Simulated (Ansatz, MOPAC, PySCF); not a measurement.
Isomers of C2H4Si. Gas-phase values, no solvent. One relaxed conformer stands for each flexible species; it need not be the lowest. Strings in code marks are SMILES.

Quantity: electronic energy of isomers of C2H4Si relative to `C#C[SiH3]`, in kcal/mol. The restricted reference of `C=C=[SiH2]` and `C=C[SiH]` is unstable towards unrestricted orbitals. Semi-empirical values (MOPAC) are differences of heats of formation.

Level 1: frozen-core CCSDT(Q)/6-31g // B3LYP-D3(BJ)/def2-TZVP (Ansatz, a first-principles code)
Level 2: PBE0/cc-pVTZ // B3LYP-D3(BJ)/def2-TZVP (Ansatz)
Level 3: B3LYP/6-31G* // B3LYP-D3(BJ)/def2-TZVP (PySCF)
Level 4: AM1 // B3LYP-D3(BJ)/def2-TZVP (MOPAC)

```csv
species,level 1,level 2,level 3,level 4
`C=C[SiH]` (C–C–Si–H torsion 179°),4.36,10.8,9.72,28.8
`C1C[Si]1`,3.43,1.07,6.02,25.3
`C1=C[SiH2]1`,21.2,2.90,6.72,16.9
`C=C=[SiH2]`,15.6,17.8,16.5,6.33
```
